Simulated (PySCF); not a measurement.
C2H8N, SMILES C[NH2+]C, charge +1.

Geometry: PBE0-D3(BJ)/def2-SVP. The isomer is the one that the SMILES or the coordinates give; other isomers of the formula were not compared.

Calculation: CAM-B3LYP/def2-TZVPD (PySCF).

Isolated molecule, no solvent.

Task: Estimate the frontier levels, gap, dipole moment and polarisability. (The exact figures need the calculation; the answer reports its results.)

Result: 
```
Property                                                          Result
------------------------------------------------  ----------------------
highest occupied level                                         -18.13 eV
lowest empty level                                              -4.33 eV
orbital gap                                                     13.80 eV
dipole moment about the centre of nuclear charge                  1.50 D
mean static polarisability                          31.6 bohr³ (4.68 Å³)
polarisability, principal values                  29.1, 30.3, 35.3 bohr³
```
